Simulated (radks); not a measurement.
The numbers below are computed, except where a source is named.
Excited configurations of Ca XVI: one electron is placed in a higher orbital outside [He] 2s2. The ground configuration is [He] 2s2 2p1. Code: a radial shooting solver on a logarithmic mesh with Libxc functionals. Model: Dirac Kohn-Sham, PBE, spin-unpolarised, spherical densities, finite nucleus; open shells fill j = l - 1/2 first; Fermi nuclear charge, rms radius 3.4776 fm. Excitation = E - E(ground); binding = E(ion) - E, where the ion is the core of charge +16; n* = 16/sqrt(2 binding) in atomic units. These energies are relativistic, and a one-electron ion of charge +16 with no core already has n* below n in this formula (Dirac formula, point nucleus: 3p1/2 2.995, 4s1/2 3.994, 4p1/2 3.994, 4d3/2 3.998, 5d3/2 4.998, 5f5/2 4.999, 6d3/2 5.997, 7p1/2 6.994, 7d3/2 6.997, 7f5/2 6.998). The quantum defect is therefore taken as that value minus n*, so that it holds no relativistic shift of the bare ion.

3p1/2: excitation (eV) 559.34; binding (eV) 413.04; n* 2.904; quantum defect 0.091; eigenvalue (eV) -398.53
4s1/2: excitation (eV) 737.18; binding (eV) 235.20; n* 3.848; quantum defect 0.146; eigenvalue (eV) -228.36
4p1/2: excitation (eV) 742.93; binding (eV) 229.46; n* 3.896; quantum defect 0.098; eigenvalue (eV) -222.45
4d3/2: excitation (eV) 748.97; binding (eV) 223.42; n* 3.948; quantum defect 0.049; eigenvalue (eV) -215.92
5d3/2: excitation (eV) 829.64; binding (eV) 142.75; n* 4.940; quantum defect 0.058; eigenvalue (eV) -138.44
5f5/2: excitation (eV) 831.77; binding (eV) 140.61; n* 4.977; quantum defect 0.022; eigenvalue (eV) -135.75
6d3/2: excitation (eV) 873.33; binding (eV) 99.059; n* 5.930; quantum defect 0.068; eigenvalue (eV) -96.221
7p1/2: excitation (eV) 898.66; binding (eV) 73.722; n* 6.874; quantum defect 0.120; eigenvalue (eV) -71.807
7d3/2: excitation (eV) 899.63; binding (eV) 72.752; n* 6.919; quantum defect 0.078; eigenvalue (eV) -70.777
7f5/2: excitation (eV) 900.31; binding (eV) 72.075; n* 6.952; quantum defect 0.047; eigenvalue (eV) -70.024

The Delta-SCF ionisation energy is 972.39 eV (NIST Atomic Spectra Database: 973.7 eV, semi-empirical). Self-interaction in the functional shifts the binding energies and quantum defects, so they are the method's values and not measured ones. Spin polarisation and multiplet splitting are left out, so open shells lie too high by an amount that depends on their filling.

Beside tabulated values, note that spin-unpolarised runs miss the spin-polarisation part of the exchange energy of open shells.
